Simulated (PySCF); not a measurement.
**Working out the ionisation energy of Zr**

Zr [Kr] 4d2 5s2 (3F) → Zr⁺ [Kr] 4d2 5s1 (4F). Computed with PySCF 2.14 in cc-pVDZ-PP with ECP28MDF, with a scalar-relativistic core potential. Frozen: 4s2 4p6. Energies in hartree (1 hartree = 27.21139 eV):

```json
{"part": "UHF", "Zr (lower)": "-46.302079", "Zr⁺ (upper)": "-46.109937"}
{"part": "MP2 opposite-spin", "Zr (lower)": "-0.030110", "Zr⁺ (upper)": "0.000000"}
{"part": "MP2 same-spin", "Zr (lower)": "-0.008706", "Zr⁺ (upper)": "-0.008755"}
```

**Question.** What does Hartree-Fock give?

**Answer.** (-46.109937) − (-46.302079) = 0.192142 hartree = 5.228 eV.

**Question.** What do MP2 and SCS-MP2 (6/5 opposite-spin, 1/3 same-spin) give?

**Answer.** The opposite-spin parts differ by 0.819 eV and the same-spin parts by -0.001 eV. MP2: 5.228 + (0.819) + (-0.001) = 6.046 eV. SCS-MP2: 5.228 + 1.2 × (0.819) + (-0.001)/3 = 6.210 eV.

Measured between the centres of the two terms (NIST): 6.639 eV, so MP2 (valence) is off by -0.593 eV.

A double-zeta basis recovers only part of the correlation energy.

What remains against the reference includes basis incompleteness, the frozen core and correlation beyond second order.
